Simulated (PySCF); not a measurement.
**Correlation energy of Re (rhenium, neutral)**

[Xe] 4f14 5d5 6s1 7s1, high-spin 8S determinant (an excited configuration). Computed with PySCF 2.14 in aug-cc-pVDZ-PP with ECP60MDF (5s5p4d2f, 54 functions), with scalar relativity through the core potential. Frozen: 5s2 5p6; 7 electrons correlated.

```tsv
level	correlation energy (mhartree)
CCSD	-74.48
(T)	-0.93
CCSD(T)	-75.41
```

Diagnostics: T1 = 0.0060, D1 = 0.0169, largest double amplitude 0.037.

**Question.** Is a single reference adequate?

**Answer.** Yes, within this model without spin-orbit coupling: T1 lies below 0.03 and no double amplitude reaches 0.07.
